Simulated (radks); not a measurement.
Removal energies from the mercury ion Hg6+, [Xe] 4f14 5d6, by Delta-SCF beside the eigenvalue of the level emptied. All-electron calculation, scalar-relativistic Kohn-Sham, PBEsol, spin-polarised, spherical densities, finite nucleus; Fermi nuclear charge, rms radius of each element as measured or else 0.836 A^(1/3) + 0.57 fm. Program: a radial shooting solver on a logarithmic mesh with Libxc functionals. Open shells are filled with parallel spins first.

removed from         final configuration  Delta-SCF (eV)  -eigenvalue (eV)
5d                         [Xe] 4f14 5d5          95.356            87.281
5p            [Kr] 4d10 4f14 5s2 5p5 5d6          158.77            149.25
4f                         [Xe] 4f13 5d6          199.61            183.38
5s            [Kr] 4d10 4f14 5s1 5p6 5d6          212.99            202.60
